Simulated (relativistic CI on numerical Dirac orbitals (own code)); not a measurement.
Level scheme of Se7+

Method of calculation: Dirac-Coulomb-Breit CI, orbitals from a KLI potential per configuration, model QED, unscaled Slater integrals (own radial code, finite nucleus).

Configurations in the expansion (outside the closed core [Ne]): 3s2 3p6 3d9, 3s2 3p5 3d10, 3s2 3p6 3d8 4s, 3s2 3p6 3d8 4p, 3s 3p6 3d10, 3s2 3p6 3d7 4s2, 3s2 3p6 3d8 4d, 3s2 3p6 3d7 4s 4p, 3s2 3p6 3d8 5s, 3s2 3p6 3d7 4p2, 3s2 3p6 3d8 4f, 3s2 3p6 3d8 5p, 3s2 3p6 3d7 4s 4d, 3s2 3p6 3d8 5d, 3s2 3p6 3d7 4p 4d, 3s2 3p6 3d8 5f. Levels of other configurations are missing.

The lowest level is 3s2 3p6 3d9 2D_5/2, with 100 % of that term; Hund's rules for 3s2 3p6 3d9 give 2D with J = 5/2, in agreement.

```tsv
No.	Configuration	Term	J	E (cm⁻¹)	%	Landé g	jj configuration (%)
1	3s2 3p6 3d9	2D	5/2	0	100	1.199	3d5/2^5 (100)
2	3s2 3p6 3d9	2D	3/2	6985	100	0.798	3d3/2^3 3d5/2^6 (100)
3	3d8(3F) 4s	4F	9/2	517175	100	1.332	3d5/2^4 4s (84)
4	3d8(3F) 4s	4F	7/2	520856	89	1.227	3d3/2^3 3d5/2^5 4s (52)
5	3d8(3F) 4s	4F	5/2	524635	96	1.024	3d3/2^3 3d5/2^5 4s (80)
6	3d8(3F) 4s	4F	3/2	526956	97	0.410	3d3/2^2 3d5/2^6 4s (52)
7	3d8(3F) 4s	2F	7/2	529373	89	1.152	3d3/2^3 3d5/2^5 4s (63)
8	3d8(3F) 4s	2F	5/2	535110	93	0.877	3d3/2^3 3d5/2^5 4s (52)
9	3d8(3P) 4s	4P	5/2	549705	57	1.417	3d5/2^4 4s (79)
10	3d8(1D) 4s	2D	3/2	551927	68	1.030	3d5/2^4 4s (71)
11	3d8(3P) 4s	4P	3/2	556877	79	1.544	3d3/2^3 3d5/2^5 4s (87)
12	3d8(3P) 4s	4P	1/2	556944	99	2.663	3d3/2^3 3d5/2^5 4s (37)
13	3d8(1D) 4s	2D	5/2	558029	55	1.365	3d3/2^3 3d5/2^5 4s (57)
14	3d8(3P) 4s	2P	3/2	565240	89	1.279	3d3/2^3 3d5/2^5 4s (73)
15	3d8(3P) 4s	2P	1/2	566761	99	0.673	3d3/2^3 3d5/2^5 4s (63)
16	3d8(1G) 4s	2G	9/2	568745	99	1.111	3d3/2^3 3d5/2^5 4s (84)
17	3d8(1G) 4s	2G	7/2	568817	99	0.889	3d3/2^3 3d5/2^5 4s (85)
18	3d8(1S) 4s	2S	1/2	634263	99	2.001	3d5/2^4 4s (50)
19	3d8(3F) 4p	4D°	7/2	645845	89	1.403	3d5/2^4 4p1/2 (68)
20	3d8(3F) 4p	4G°	9/2	650859	50	1.184	3d5/2^4 4p1/2 (81)
21	3d8(3F) 4p	4D°	5/2	652269	88	1.328	3d3/2^3 3d5/2^5 4p1/2 (50)
22	3d8(3F) 4p	4G°	7/2	655193	73	1.018	3d3/2^3 3d5/2^5 4p1/2 (84)
23	3d8(3F) 4p	4G°	11/2	655484	100	1.272	3d5/2^4 4p3/2 (85)
24	3d8(3F) 4p	4D°	3/2	657089	91	1.135	3d3/2^3 3d5/2^5 4p3/2 (50)
25	3d8(3F) 4p	4G°	5/2	657941	85	0.639	3d3/2^2 3d5/2^6 4p1/2 (41)
26	3d8(3F) 4p	4D°	1/2	660091	98	0.009	3d3/2^2 3d5/2^6 4p3/2 (48)
27	3d8(3F) 4p	4F°	9/2	660374	76	1.283	3d5/2^4 4p3/2 (82)
28	3d8(3F) 4p	4F°	7/2	662545	48	1.195	3d3/2^3 3d5/2^5 4p3/2 (42)
29	3d8(3F) 4p	4F°	3/2	663937	54	0.621	3d5/2^4 4p1/2 (26)
30	3d8(3F) 4p	2G°	9/2	664016	50	1.147	3d3/2^3 3d5/2^5 4p3/2 (93)
31	3d8(3F) 4p	4F°	5/2	664382	53	1.056	3d3/2^3 3d5/2^5 4p1/2 (37)
32	3d8(3F) 4p	2D°	5/2	667811	57	1.103	3d5/2^4 4p3/2 (45)
33	3d8(3F) 4p	2F°	7/2	668194	53	1.118	3d3/2^3 3d5/2^5 4p3/2 (77)
34	3d8(3F) 4p	2G°	7/2	669604	66	0.952	3d3/2^2 3d5/2^6 4p3/2 (46)
35	3d8(3F) 4p	2D°	3/2	672131	54	0.715	3d3/2^3 3d5/2^5 4p3/2 (46)
36	3d8(3F) 4p	2F°	5/2	673898	69	0.919	3d3/2^2 3d5/2^6 4p3/2 (38)
37	3d8(3P) 4p	4P°	3/2	680036	69	1.552	3d5/2^4 4p1/2 (42)
38	3d8(3P) 4p	4P°	5/2	681165	53	1.354	3d5/2^4 4p1/2 (51)
39	3d8(3P) 4p	4P°	1/2	681693	90	2.472	3d3/2^3 3d5/2^5 4p1/2 (56)
40	3d8(1D) 4p	2F°	5/2	685082	65	1.090	3d5/2^4 4p3/2 (33)
41	3d8(1D) 4p	2F°	7/2	688808	82	1.175	3d5/2^4 4p3/2 (57)
42	3d8(1D) 4p	2D°	3/2	689073	54	1.116	3d3/2^2 3d5/2^6 4p1/2 (49)
43	3d8(1D) 4p	2P°	1/2	690046	88	0.828	3d5/2^4 4p3/2 (45)
44	3d8(1D) 4p	2D°	5/2	692149	84	1.216	3d5/2^4 4p3/2 (29)
45	3d8(1D) 4p	2P°	3/2	693247	41	1.123	3d3/2^2 3d5/2^6 4p3/2 (31)
46	3d8(3P) 4p	4D°	1/2	694878	92	0.072	3d3/2^2 3d5/2^6 4p1/2 (34)
47	3d8(3P) 4p	4D°	3/2	695272	60	1.213	3d3/2^3 3d5/2^5 4p1/2 (52)
48	3d8(3P) 4p	4D°	5/2	695749	51	1.281	3d3/2^3 3d5/2^5 4p3/2 (48)
49	3d8(1G) 4p	2H°	9/2	696454	96	0.915	3d3/2^3 3d5/2^5 4p1/2 (74)
50	3d8(3P) 4p	4D°	7/2	697272	67	1.331	3d3/2^3 3d5/2^5 4p3/2 (40)
51	3d8(3P) 4p	2P°	3/2	701108	83	1.274	3d3/2^3 3d5/2^5 4p3/2 (33)
52	3d8(3P) 4p	2D°	5/2	702154	61	1.242	3d3/2^3 3d5/2^5 4p3/2 (85)
53	3d8(1G) 4p	2H°	11/2	702940	100	1.091	3d3/2^3 3d5/2^5 4p3/2 (85)
54	3d8(1G) 4p	2F°	7/2	703395	77	1.187	3d3/2^3 3d5/2^5 4p1/2 (39)
55	3d8(3P) 4p	2D°	3/2	704623	84	0.867	3d3/2^3 3d5/2^5 4p3/2 (43)
56	3d8(3P) 4p	2P°	1/2	706545	73	0.921	3d3/2^3 3d5/2^5 4p3/2 (66)
57	3d8(1G) 4p	2F°	5/2	706567	93	0.878	3d3/2^3 3d5/2^5 4p3/2 (78)
58	3d8(3P) 4p	4S°	3/2	709611	95	1.977	3d3/2^3 3d5/2^5 4p3/2 (56)
59	3d8(3P) 4p	2S°	1/2	709885	76	1.689	3d3/2^3 3d5/2^5 4p3/2 (58)
60	3d8(1G) 4p	2G°	7/2	716217	95	0.901	3d3/2^3 3d5/2^5 4p3/2 (65)
61	3d8(1G) 4p	2G°	9/2	717201	97	1.105	3d3/2^3 3d5/2^5 4p3/2 (74)
62	3d8(1S) 4p	2P°	1/2	767465	99	0.666	3d3/2^2 3d5/2^6 4p1/2 (50)
63	3d8(1S) 4p	2P°	3/2	774734	98	1.334	3d5/2^4 4p3/2 (50)
64	3d8(3F) 4d	4D	7/2	854777	94	1.415	3d5/2^4 4d3/2 (41)
65	3d8(3F) 4d	4D	5/2	855887	62	1.434	3d5/2^4 4d3/2 (75)
66	3d8(3F) 4d	4H	13/2	858313	100	1.230	3d5/2^4 4d5/2 (85)
67	3d8(3F) 4d	4H	11/2	858962	56	1.144	3d5/2^4 4d3/2 (78)
68	3d8(3F) 4d	4D	3/2	858966	68	1.282	3d5/2^4 4d5/2 (49)
69	3d8(3F) 4d	4G	9/2	860649	43	1.196	3d5/2^4 4d3/2 (70)
70	3d8(3F) 4d	4G	11/2	860996	70	1.218	3d5/2^4 4d5/2 (83)
```

Energies count from the lowest computed level; ° marks odd parity. Percentages are summed over parent terms; the parents shown are those of the largest component, closed shells are left out there. Filled j subshells are mostly left out of the jj labels.

The mean weight of the leading LS term, summed over parents, in these 70 levels is 78 %, and that of the leading jj configuration (from the same eigenvectors) 60 %, so LS coupling describes them better.

At this charge configurations can still be misplaced by up to about 7 % of their energy.

LS names give the leading component of a level, which can be under half, so a name can repeat, a term be missing and a line seem to break the LS rules.
